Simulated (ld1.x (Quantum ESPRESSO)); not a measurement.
The numbers below are computed, except where a source is named.
# Pseudopotentials across the periodic table

Generated with ld1.x 7.5 (TM, RRKJ, ultrasoft, PAW), atompaw 4.2 or ONCVPSP 4.0.1. The cutoff is in Ry: for ld1.x and atompaw files where the sum of valence levels is converged to 10 mRy in a Bessel basis, for ONCV files where the hardest occupied wave has 1 mHa per electron of residual kinetic energy. The error is the largest all-electron minus pseudo excitation energy over each file’s own four to seven test configurations (ionisations up to +4, promotions, holes and added fractions of an electron), all of which were solved. The labels leave out finer settings (local radius, basis sizes, second energies), which also bear on the numbers. Spin-polarised tests are not counted. The rows are a selection from randomly drawn settings: files with unsolved tests, undetermined cutoffs or missed reference levels are left out.

| element | potential | cutoff (Ry) | largest error (meV) | bound ghosts |
| --- | --- | --- | --- | --- |
| Be | RRKJ, LDA (PZ), scalar-relativistic, rc 2.15/4.20/3.65 (spd), local d, core correction yes, reference 2s2 2p0 | 12 | -185 | none |
| C | ultrasoft, PBE, scalar-relativistic, rc 1.30/1.45 (sp), local smoothed, core correction no, reference 2s1.5 2p2.5 | 30 | +102 | none |
| S | TM, LDA (PZ), scalar-relativistic, rc 1.40/1.45/1.20 (spd), local s, core correction no, reference 3s2 3p4 | 40 | +126 | none |
| Rb | PAW, PBEsol, scalar-relativistic, rc 2.40/2.45/4.45 (spd), local smoothed, core correction yes, reference 4s2 4p6 4d0 5s0 5p1 | 12 | -14 | none |
| Hf | TM semilocal, PBE, scalar-relativistic, rc 2.30/1.60/2.15 (spd), local p, core correction no, reference 5p6 5d2 6s1 6p0 | 45 | +76 | none |

(1) Fill in the row for Co: RRKJ, PBE, scalar-relativistic, rc 2.50/2.45/1.30 (spd), local smoothed, core correction yes, reference 3d7 4s1.5 4p0.

Results:

(1) cutoff 110 Ry, largest error -245 meV, bound ghosts: none.
